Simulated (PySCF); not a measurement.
Task: Give a PBE0-D3(BJ)/def2-SVP geometry of [NbCl6]- (`[Cl][Nb-]([Cl])([Cl])([Cl])([Cl])[Cl]`). (Charge -1 and singlet state.)

Result: 
```
atom  x, y, z in Å
Nb1    0.0127   -0.0140   -0.0099
Cl2    0.0003   -0.0239    2.3520
Cl3    0.0189   -0.0040   -2.3719
Cl4    2.3749    0.0049   -0.0035
Cl5   -2.3492   -0.0368   -0.0240
Cl6   -0.0038    2.3478    0.0022
Cl7    0.0381   -2.3760   -0.0135
```

Orientation and origin are arbitrary. Atoms count from 1 in this order. All 6 Cl–Nb bonds measure 2.362 Å. Nb1 (niobium bonded to 6 Cl) is octahedral (the three widest angles are 179.9°, 179.8° and 179.7°, the others run from 89.8° to 90.2°).

Bonds between heavy atoms (Å): Nb1–Cl2 2.362, Nb1–Cl3 2.362, Nb1–Cl4 2.362, Nb1–Cl5 2.362, Nb1–Cl6 2.362, Nb1–Cl7 2.362.

The calculation used PySCF 2.14.0, PBE0-D3(BJ)/def2-SVP geometry optimisation, gas phase, def2 core potentials past Kr.

Point group: Oh (tolerance 0.08 Å). No PBE0-D3(BJ)/def2-SVP frequencies stand behind this structure, so it isn't proved a minimum. The geometry's basis has no diffuse functions, a weakness for an anion.

Time: 1.8 min; peak memory 0.57 GiB. Hardware: Arm Neoverse V2, one thread, shared host with 96 logical CPUs at a one-minute load of 56. That covers the optimisation of the geometry.
